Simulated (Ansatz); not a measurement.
`C=NC(C)=S` and `C[C](=S)[GeH3]` differ in one atom or group.

Ansatz, PBE0-D4/def2-TZVP geometries, multiplicity 1. 

Scalar relativity is left out up to krypton.

```tsv
property	`C=NC(C)=S`
size of the dipole moment (B3LYP/def2-TZVPP) / D	2.92
LUMO energy (B3LYP/def2-TZVPP) / eV	-2.18
HOMO energy (B3LYP/def2-TZVPP) / eV	-6.13
HOMO energy (ωB97M-V/def2-TZVPP) / eV	-8.59
HOMO–LUMO gap (PBE/def2-TZVPP) / eV	2.25
LUMO energy (ωB97M-V/def2-TZVPP) / eV	0.17
```

What does the change do to each property? (Best estimate.)

The calculation gave: 
```json
{"property": "size of the dipole moment (B3LYP/def2-TZVPP) / D", "`C[C](=S)[GeH3]`": "2.09", "shift": "-0.83"}
{"property": "LUMO energy (B3LYP/def2-TZVPP) / eV", "`C[C](=S)[GeH3]`": "-2.50", "shift": "-0.32"}
{"property": "HOMO energy (B3LYP/def2-TZVPP) / eV", "`C[C](=S)[GeH3]`": "-6.05", "shift": "0.08"}
{"property": "HOMO energy (ωB97M-V/def2-TZVPP) / eV", "`C[C](=S)[GeH3]`": "-8.43", "shift": "0.16"}
{"property": "HOMO–LUMO gap (PBE/def2-TZVPP) / eV", "`C[C](=S)[GeH3]`": "1.87", "shift": "-0.38"}
{"property": "LUMO energy (ωB97M-V/def2-TZVPP) / eV", "`C[C](=S)[GeH3]`": "-0.16", "shift": "-0.33"}
```

With PBE0 the HOMO rises by 0.10 eV and the LUMO falls by 0.35 eV, so the gap narrows by about 0.45 eV. PBE moves the HOMO by 0.04 eV and ωB97M-V by 0.16 eV. Dipoles are sizes alone; their direction can turn.

B3LYP here is the variant with VWN-RPA as its local correlation; programs differ in this.
